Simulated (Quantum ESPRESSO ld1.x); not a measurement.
Q: These are the eigenvalues of the occupied orbitals of an atom or ion with whole-number occupations (eV). Calculated with ld1.x of Quantum ESPRESSO 7.5: Dirac Kohn-Sham, PBE, spin-unpolarised, spherical densities, point nucleus.

| orbital | eigenvalue |
|---|---|
| 1s1/2 | -35771.9 |
| 2s1/2 | -5609.04 |
| 2p1/2 | -5276.56 |
| 2p3/2 | -4924.28 |
| 3s1/2 | -1166.11 |
| 3p1/2 | -1027.28 |
| 3p3/2 | -959.772 |
| 3d3/2 | -715.968 |
| 3d5/2 | -701.637 |
| 4s1/2 | -220.043 |
| 4p1/2 | -170.235 |
| 4p3/2 | -156.467 |
| 4d3/2 | -75.5150 |
| 4d5/2 | -73.2305 |
| 5s1/2 | -26.6972 |
| 5p1/2 | -14.6415 |
| 5p3/2 | -13.0123 |
| 6s1/2 | -2.0860 |

Which element is it, and in what charge state? The configuration may be excited. Open shells, if any, fill j = l - 1/2 first.

A: Z = 55, caesium, charge 0: Cs in [Xe] 6s1. The list shows which subshells hold electrons but not how many an open one holds; the 1s level, -1314.6 hartree, gives Z - s = 51.3 by -(Z - s)^2/2, which with screening and relativity narrows Z to a few neighbours, and the depths of the outer levels then fix element, charge and occupations together.
